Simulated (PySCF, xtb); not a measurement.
Cl2Pb, SMILES [Cl][Pb][Cl] (connectivity only; charge and spin as stated), charge -1, multiplicity 2.

Harmonic wavenumbers (cm⁻¹) from GFN2-xTB in xtb at its own minimum, in rising order: 56, 206, 218.

### Question
What does PySCF 2.14.0 with PBE-D3(BJ)/def2-SVPD give at its own minimum? (An estimate is asked for; the answer gives what the named calculation found.)

### Answer
66, 216, 234. Paired by order, the mean absolute difference is 12 cm⁻¹ and the zero-point energies are 0.7 and 0.7 kcal/mol.
